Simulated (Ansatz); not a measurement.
`[OH][Ga]([Cl])[O][SiH3]` + H₂ → `[OH][GaH][Cl]` + `O[SiH3]`  (hydrogenolysis of a Ga–O bond)

Computed with Ansatz on PBE0-D4/def2-TZVP structures; ΔE is electronic, products minus reactants. CCSD(T)/CBS is the MP2 limit (def2-TZVPP, def2-QZVPP) plus CCSD(T) − MP2 in def2-TZVPP, frozen cores. This one scheme is used for every species. DFT in def2-TZVPP. For Ga outer-core shells are correlated without core-valence functions, which leaves a few kJ/mol of doubt a bond. Scalar relativity is left out up to krypton. One conformer a species, not always the lowest.

| species | ωB97X-V energy (Eh) |
| --- | --- |
| `[OH][Ga]([Cl])[O][SiH3]` | -2827.30959 |
| H₂ | -1.17262 |
| `[OH][GaH][Cl]` | -2461.34201 |
| `O[SiH3]` | -367.12562 |

(1) Work out ΔE.

Largest T1 diagnostic among the species: 0.013.

## Answers

(1) ΔE = (-2461.34201) + (-367.12562) − (-2827.30959) − (-1.17262) = 0.01458 Eh = +0.40 eV. CCSD(T)/CBS gives +0.45 eV.

In def2-TZVPP, CCSD(T) changes the Hartree–Fock value by +0.13 eV (the triples alone add +0.04 eV) and MP2 by +0.20 eV. The D4 term adds +0.12 eV with B3LYP and +0.07 eV with PBE0; it sums over pairs of atoms, weighted by their polarisabilities, and B3LYP, whose exchange is more repulsive, gets the larger term.

B3LYP here is the variant with VWN-RPA as its local correlation; programs differ in this.
